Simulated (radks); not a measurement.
Values are calculated unless marked as measured or tabulated.
Ionisation of neutral fluorine, [He] 2s2 2p5, to F+, [He] 2s2 2p4, under several functionals. Scalar-relativistic Kohn-Sham, spin-polarised, spherical densities, point nucleus; open shells are filled with parallel spins first; a radial shooting solver on a logarithmic mesh with Libxc functionals.

\begin{tabular}{lrrrrrr}
functional & E(F) (hartree) & Exc (hartree) & IE (eV) & -e(HOMO) (eV) & <r> HOMO (bohr) & IE error (eV) \\ \hline
RPBE & -99.84465 & -10.32108 & 17.748 & 10.155 & 1.129 & +0.326 \\
PBEsol & -99.46304 & -9.92132 & 17.742 & 10.157 & 1.127 & +0.319 \\
PBE & -99.75933 & -10.23193 & 17.834 & 10.225 & 1.127 & +0.412 \\
AM05 & -99.28613 & -9.73555 & 17.710 & 10.132 & 1.128 & +0.287 \\
OLYP & -99.83371 & -10.32176 & 17.607 & 10.062 & 1.134 & +0.184 \\
LDA (Slater exchange, VWN5 correlation) & -99.20639 & -9.64999 & 18.051 & 10.438 & 1.126 & +0.628 \\
SOGGA & -99.40298 & -9.85951 & 17.603 & 10.030 & 1.128 & +0.180 \\
XLYP & -99.91161 & -10.38837 & 17.909 & 10.285 & 1.131 & +0.486 \\
\end{tabular}

NIST Atomic Spectra Database: 17.423 eV (measured). Closest: SOGGA. The Delta-SCF values span 0.45 eV, the total energies 0.71 hartree. The highest occupied level is 2p. Open shells are spherical and high-spin; term and fine-structure splittings are not resolved.
